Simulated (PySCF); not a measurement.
**Excitation energy of Mn²⁺ by level of theory**

Mn²⁺ [Ar] 3d5 (6S) → Mn²⁺ [Ar] 3d4 4p1 (high-spin determinant), as a difference of total energies. Computed with PySCF 2.14 in ANO-RCC-VTZP, with scalar relativity by spin-free X2C-1e. Correlated levels: valence: [Ar] frozen; valence and next inner shell: [Ne] frozen. The calculations carry no spin-orbit coupling.

```json
{"method": "UHF", "excitation energy (eV)": "13.101"}
{"method": "LDA", "excitation energy (eV)": "13.573"}
{"method": "PBE", "excitation energy (eV)": "13.312"}
{"method": "PBE0", "excitation energy (eV)": "13.456"}
{"method": "r2SCAN", "excitation energy (eV)": "13.474"}
{"method": "PBEsol", "excitation energy (eV)": "13.454"}
{"method": "MN15", "excitation energy (eV)": "13.544"}
{"method": "M06-2X", "excitation energy (eV)": "13.296"}
{"method": "MP2 (valence)", "excitation energy (eV)": "13.713"}
{"method": "SCS-MP2 (valence)", "excitation energy (eV)": "13.305"}
{"method": "MP2 (valence and next inner shell)", "excitation energy (eV)": "14.045"}
{"method": "SCS-MP2 (valence and next inner shell)", "excitation energy (eV)": "13.651"}
```

Q: How much does correlation contribute at MP2 (valence and next inner shell)?

A: 14.045 − (13.101) = 0.944 eV, measured against UHF.

A first-order spin-orbit estimate (lowest level to lowest level, LS coupling) adds -0.108 eV.

The basis was made for the ground configuration and has no added diffuse functions, so the excitation energy can come out too high.

The determinant of the upper state mixes LS terms, which raises its energy above the lowest term, most at the Hartree-Fock and MP2 levels.
